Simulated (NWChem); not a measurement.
System: C3HCl2F; SMILES FC(Cl)=C=CCl

NWChem input:

```
start job
memory heap 200 mb stack 900 mb global 1100 mb
geometry units angstroms noautosym nocenter noautoz
  F     -1.562115     1.608863     0.256215
  C     -0.403536     1.055824    -0.051347
  Cl     0.901368     2.167079     0.064645
  C     -0.266851    -0.193986    -0.410070
  C     -0.110208    -1.436445    -0.781458
  Cl     0.199383    -2.739682     0.313817
  H     -0.163620    -1.758399    -1.827093
end
basis spherical
  F library 6-31g*
  C library 6-31g*
  Cl library 6-31g*
  H library 6-31g*
end
dft
  xc b3lyp
  iterations 150
end
property
  efieldgrad
end
task dft property
```

Output (shortened):

```
             Northwest Computational Chemistry Package (NWChem) 7.3.0
             --------------------------------------------------------

                             Geometry "geometry" -> ""
                             -------------------------

 Output coordinates in angstroms (scale by  1.889725989 to convert to a.u.)

  No.       Tag          Charge          X              Y              Z
 ---- ---------------- ---------- -------------- -------------- --------------
    1 F                    9.0000    -1.56211500     1.60886300     0.25621500
    2 C                    6.0000    -0.40353600     1.05582400    -0.05134700
    3 Cl                  17.0000     0.90136800     2.16707900     0.06464500
    4 C                    6.0000    -0.26685100    -0.19398600    -0.41007000
    5 C                    6.0000    -0.11020800    -1.43644500    -0.78145800
    6 Cl                  17.0000     0.19938300    -2.73968200     0.31381700
    7 H                    1.0000    -0.16362000    -1.75839900    -1.82709300

 Effective nuclear repulsion energy (a.u.)     301.7275979256

                              NWChem Property Module
                              ----------------------

  itol2e modified to match energy
  convergence criterion.

                                 NWChem DFT Module
                                 -----------------

 Summary of "ao basis" -> "ao basis" (spherical)
 ------------------------------------------------------------------------------
       Tag                 Description            Shells   Functions and Types
 ---------------- ------------------------------  ------  ---------------------
 F                           6-31g*                  6       14   3s2p1d
 C                           6-31g*                  6       14   3s2p1d
 Cl                          6-31g*                  8       18   4s3p1d
 H                           6-31g*                  2        2   2s

  itol2e modified to match energy
  convergence criterion.

            General Information
            -------------------
          SCF calculation type: DFT
          Wavefunction type:  closed shell.
          No. of atoms     :     7
          No. of electrons :    62
           Alpha electrons :    31
            Beta electrons :    31
          Charge           :     0
          Spin multiplicity:     1
          Use of symmetry is: off; symmetry adaption is: off
          Maximum number of iterations: 150
          AO basis - number of functions:    94
                     number of shells:    42
          Convergence on energy requested:  1.00D-07
          Convergence on density requested:  1.00D-05
          Convergence on gradient requested:  5.00D-04

              XC Information
              --------------
                         B3LYP Method XC Potential
                     Hartree-Fock (Exact) Exchange  0.200
                        Slater Exchange Functional  0.800 local
                    Becke 1988 Exchange Functional  0.720 non-local
              Lee-Yang-Parr Correlation Functional  0.810
                  VWN I RPA Correlation Functional  0.190 local

             Grid Information
             ----------------
          Grid used for XC integration:  fine
          Radial quadrature: Mura-Knowles
          Angular quadrature: Lebedev.
          Tag              B.-S. Rad. Rad. Pts. Rad. Cut. Ang. Pts.
          ---              ---------- --------- --------- ---------
          F                   0.50       70          12.0       590
          C                   0.70       70          11.0       590
          Cl                  1.00      123          12.0       770
          H                   0.35       60          11.0       590
          Grid pruning is: on
          Number of quadrature shells:   586
          Spatial weights used:  Erf1

      Superposition of Atomic Density Guess
      -------------------------------------

 Sum of atomic energies:       -1131.75249244

      Non-variational initial energy
      ------------------------------

 Total energy =   -1134.073132
 1-e energy   =   -2162.505437
 2-e energy   =     726.704707
 HOMO         =      -0.246483
 LUMO         =       0.012131

   convergence    iter        energy       DeltaE   RMS-Dens  Diis-err
 ---------------- ----- ----------------- --------- --------- ---------
 d= 0,ls=0.0,diis     1  -1134.9135635450 -1.44D+03  2.24D-02  1.18D+00
 d= 0,ls=0.0,diis     2  -1134.7964573400  1.17D-01  1.37D-02  2.32D+00
 d= 0,ls=0.0,diis     3  -1135.0502177995 -2.54D-01  2.92D-03  3.87D-02
 d= 0,ls=0.0,diis     4  -1135.0516213874 -1.40D-03  1.64D-03  2.57D-02
 d= 0,ls=0.0,diis     5  -1135.0550578313 -3.44D-03  3.26D-04  1.41D-03
  Resetting Diis
 d= 0,ls=0.0,diis     6  -1135.0552112312 -1.53D-04  1.20D-04  6.48D-05
 d= 0,ls=0.0,diis     7  -1135.0552191532 -7.92D-06  8.69D-05  1.39D-05
 d= 0,ls=0.0,diis     8  -1135.0552150724  4.08D-06  5.68D-05  4.38D-05
 d= 0,ls=0.0,diis     9  -1135.0552209604 -5.89D-06  5.27D-06  3.00D-07
 d= 0,ls=0.0,diis    10  -1135.0552209962 -3.58D-08  1.44D-06  2.12D-08

         Total DFT energy =    -1135.055220996155
      One electron energy =    -2164.050802274724
           Coulomb energy =      810.898100927692
    Exchange-Corr. energy =      -83.630117574692
 Nuclear repulsion energy =      301.727597925569

 Numeric. integr. density =       62.000000006605

                       DFT Final Molecular Orbital Analysis
                       ------------------------------------

 Vector   29  Occ=2.000000D+00  E=-3.285162D-01
              MO Center=  1.7D-01, -2.6D+00,  1.8D-01, r^2= 1.6D+00
   Bfn.  Coefficient  Atom+Function         Bfn.  Coefficient  Atom+Function
  ----- ------------  ---------------      ----- ------------  ---------------
    83      0.578555  6 Cl pz                82      0.427610  6 Cl py
    87      0.300663  6 Cl pz                86      0.233936  6 Cl py
    79     -0.224778  6 Cl pz                78     -0.166117  6 Cl py
    94      0.140372  7 H  s                 52     -0.136412  4 C  s
    93      0.112567  7 H  s                 65     -0.105387  5 C  pz

 Vector   30  Occ=2.000000D+00  E=-2.816227D-01
              MO Center= -9.2D-03, -1.2D+00, -1.8D-01, r^2= 3.6D+00
   Bfn.  Coefficient  Atom+Function         Bfn.  Coefficient  Atom+Function
  ----- ------------  ---------------      ----- ------------  ---------------
    81      0.458450  6 Cl px                49     -0.357721  4 C  px
    63     -0.291117  5 C  px                85      0.272099  6 Cl px
    53     -0.230946  4 C  px                36     -0.209064  3 Cl py
    67     -0.194381  5 C  px                77     -0.176328  6 Cl px
    40     -0.105564  3 Cl py                 4      0.091299  1 F  py

 Vector   31  Occ=2.000000D+00  E=-2.713300D-01
              MO Center= -1.1D-01,  5.3D-01, -1.8D-01, r^2= 3.2D+00
   Bfn.  Coefficient  Atom+Function         Bfn.  Coefficient  Atom+Function
  ----- ------------  ---------------      ----- ------------  ---------------
    51      0.375808  4 C  pz                37     -0.347126  3 Cl pz
    19      0.318101  2 C  pz                55      0.253050  4 C  pz
    41     -0.207831  3 Cl pz                 5     -0.202181  1 F  pz
    82     -0.187562  6 Cl py                23      0.162530  2 C  pz
     9     -0.159858  1 F  pz                54     -0.143006  4 C  py

 Vector   32  Occ=0.000000D+00  E=-4.644171D-02
              MO Center= -9.7D-02, -3.2D-01, -3.9D-01, r^2= 3.6D+00
   Bfn.  Coefficient  Atom+Function         Bfn.  Coefficient  Atom+Function
  ----- ------------  ---------------      ----- ------------  ---------------
    67      0.499626  5 C  px                63      0.413601  5 C  px
    53     -0.381933  4 C  px                49     -0.348905  4 C  px
    20     -0.331162  2 C  s                 21     -0.286308  2 C  px
    40     -0.275702  3 Cl py                36     -0.235543  3 Cl py
    17     -0.230934  2 C  px                38      0.208201  3 Cl s

[...]

          -----------------------
          Electric field gradient
          -----------------------

 1 a.u. = 0.324123 10**(16) esu/cm**3  ( or statvolts/cm**2 ) = 0.97174 10**(22) v/m**2

 ------------------------------------------------------------
   Atom      X         Y         Z
 ------------------------------------------------------------
    1 F   -2.95197   3.04031   0.48418
 ------------------------------------------------------------

 Electric field gradient in molecular frame (a.u.)
         XX             YY             ZZ             XY             XZ             YZ
 ------------------------------------------------------------------------------------------
       -1.805535       0.768982       1.036553       1.615246       0.852399      -0.354340

 Principal components (a.u.) and orientation
 of principal axis w.r.t. absolute frame                      Asymmetry parameter eta
 --------------------------------------------------------------------------------------
       -2.804910       1.555377       1.249533                       0.109039

        0.877205       0.460213       0.136809
       -0.419595       0.873338      -0.247430
       -0.233351       0.159643       0.959199

 ------------------------------------------------------------
   Atom      X         Y         Z
 ------------------------------------------------------------
    2 C   -0.76257   1.99522  -0.09703
 ------------------------------------------------------------

 Electric field gradient in molecular frame (a.u.)
         XX             YY             ZZ             XY             XZ             YZ
 ------------------------------------------------------------------------------------------
       -0.305842       0.129173       0.176669       0.008403       0.073253      -0.027507

 Principal components (a.u.) and orientation
 of principal axis w.r.t. absolute frame                      Asymmetry parameter eta
 --------------------------------------------------------------------------------------
       -0.317061       0.197468       0.119593                       0.245614

        0.988565       0.128707       0.078567
       -0.027752      -0.356833       0.933756
       -0.148216       0.925259       0.349181

 ------------------------------------------------------------
   Atom      X         Y         Z
 ------------------------------------------------------------
    3 Cl   1.70334   4.09519   0.12216
 ------------------------------------------------------------

 Electric field gradient in molecular frame (a.u.)
         XX             YY             ZZ             XY             XZ             YZ
 ------------------------------------------------------------------------------------------
       -1.219608      -0.520890       1.740499      -2.812659      -0.339218      -0.220104

 Principal components (a.u.) and orientation
 of principal axis w.r.t. absolute frame                      Asymmetry parameter eta
 --------------------------------------------------------------------------------------
       -3.733745       1.980791       1.752954                       0.061021

        0.747933      -0.651535       0.126879
        0.659762       0.708719      -0.249864
        0.072874       0.270591       0.959932

 ------------------------------------------------------------
   Atom      X         Y         Z
 ------------------------------------------------------------
    4 C   -0.50428  -0.36658  -0.77492
 ------------------------------------------------------------

 Electric field gradient in molecular frame (a.u.)
         XX             YY             ZZ             XY             XZ             YZ
 ------------------------------------------------------------------------------------------
       -0.114159       0.127337      -0.013178      -0.047215      -0.002082       0.056471

 Principal components (a.u.) and orientation
 of principal axis w.r.t. absolute frame                      Asymmetry parameter eta
 --------------------------------------------------------------------------------------
        0.154851      -0.123780      -0.031071                       0.598704

       -0.166387       0.975569       0.143456
        0.934062       0.202556      -0.294107
        0.315979      -0.085061       0.944945

 ------------------------------------------------------------
   Atom      X         Y         Z
 ------------------------------------------------------------
    5 C   -0.20826  -2.71449  -1.47674
 ------------------------------------------------------------

 Electric field gradient in molecular frame (a.u.)
         XX             YY             ZZ             XY             XZ             YZ
 ------------------------------------------------------------------------------------------
       -0.064353       0.014859       0.049494       0.015494      -0.025645       0.241341

 Principal components (a.u.) and orientation
 of principal axis w.r.t. absolute frame                      Asymmetry parameter eta
 --------------------------------------------------------------------------------------
        0.274338      -0.215290      -0.059048                       0.569526

       -0.024372      -0.187680       0.981928
        0.680068       0.716817       0.153888
        0.732744      -0.671528      -0.110165

 ------------------------------------------------------------
   Atom      X         Y         Z
 ------------------------------------------------------------
    6 Cl   0.37678  -5.17725   0.59303
 ------------------------------------------------------------

 Electric field gradient in molecular frame (a.u.)
         XX             YY             ZZ             XY             XZ             YZ
 ------------------------------------------------------------------------------------------
        1.387986      -1.259647      -0.128338       0.708283      -0.593900       2.745836

 Principal components (a.u.) and orientation
 of principal axis w.r.t. absolute frame                      Asymmetry parameter eta
 --------------------------------------------------------------------------------------
       -3.666489       2.109794       1.556696                       0.150852

       -0.179874      -0.022663       0.983429
        0.762270       0.628694       0.153911
       -0.621764       0.777322      -0.095810

 ------------------------------------------------------------
   Atom      X         Y         Z
 ------------------------------------------------------------
    7 H   -0.30920  -3.32289  -3.45271
 ------------------------------------------------------------

 Electric field gradient in molecular frame (a.u.)
         XX             YY             ZZ             XY             XZ             YZ
 ------------------------------------------------------------------------------------------
        0.148676       0.093194      -0.241870      -0.002692      -0.020644      -0.116645

 Principal components (a.u.) and orientation
 of principal axis w.r.t. absolute frame                      Asymmetry parameter eta
 --------------------------------------------------------------------------------------
       -0.279460       0.150294       0.129166                       0.075602

        0.047838       0.983722      -0.173215
        0.298693       0.151390       0.942265
        0.953150      -0.096814      -0.286588
```

Level: B3LYP/6-31G* (spherical d). All runs use the structure optimised with PBE0/def2-SVP. NWChem prints the field gradient with the sign opposite to the second derivative of the potential.
